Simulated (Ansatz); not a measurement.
Born–Oppenheimer molecular dynamics of Cl3H3OSZr (9 atoms, charge 0, multiplicity 1). It starts at the highest image of a converged band, a first-order saddle point between two minima.

Theory: RKS BLYP/def2-SVP in Ansatz 0.2.0.

```json
{"ensemble": "NVE (velocity Verlet)", "time step": "0.5 fs", "steps asked": "200", "starting velocities drawn for": "300 K", "seed": "7403"}
```

First frame:

```xyz
9
Properties=species:S:1:pos:R:3
Zr 0.374 -0.486 -0.308
Cl 1.182 0.345 2.344
Cl 2.220 0.785 -1.098
O -1.258 0.452 0.001
H -1.981 1.100 -0.034
Cl -0.171 -1.696 -2.280
S 0.671 -2.617 1.216
H -0.669 -2.707 1.469
H 0.982 -1.091 2.223
```

(1) How far do the bonds stretch over the last three quarters of this one trajectory? (Pairs bonded in most of those frames.)

Answers

(1) 
```
   bond  mean (Å)  spread (Å)  shortest  longest
Zr1–Cl2     2.547       0.162      2.34     2.82
Zr1–Cl3     2.359       0.022      2.33     2.41
 Zr1–O4     1.937       0.060      1.82     2.02
Zr1–Cl6     2.426       0.020      2.39     2.45
 Zr1–S7     2.913       0.164      2.69     3.25
  O4–H5     0.974       0.006      0.96     0.99
  S7–H8     1.367       0.004      1.36     1.37
  S7–H9     1.440       0.104      1.30     1.63
```

Mean temperature of the second half: 541 K. The conserved energy stayed within 0.066 meV per atom of its start (net change -0.052 meV per atom), so the integration is sound. The kinetic energy rose, since the run started high on the potential surface and went downhill. A run of 0.1 ps of so small a system gives no equilibrium averages. The orbitals stay closed-shell, which can raise the energy where a bond breaks towards radicals; this wasn't checked here.

Run time: 7 min on 4 threads of Arm Neoverse V1 (shared host), peak memory 0.21 GiB.
